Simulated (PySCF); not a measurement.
CH2Cl, SMILES [CH2]Cl (connectivity only; charge and spin as stated), charge +1, multiplicity 1. Geometry optimised at PBE-D3(BJ)/def2-TZVP. The spin state was assumed, not searched. The isomer is the one that the SMILES or the coordinates give; other isomers of the formula were not compared.

TDA-CAM-B3LYP/def2-TZVPD run with PySCF puts the lowest singlet excitations at 3.50, 7.61, 7.70, 8.07, 9.16, 10.72 eV and the lowest triplet (TDA) at 2.98 eV.

### Question
What are the lowest singlet roots from EOM-CCSD/aug-cc-pVDZ run with PySCF? (Estimate from the structure and the level; the computed values follow.)

### Answer
3.56, 6.99, 7.91, 8.52, 9.68, 10.87 eV; triplets 3.28, 4.56, 7.04 eV. S1 differs by 0.07 eV (second minus first; roots are paired by order, and the bases may differ).
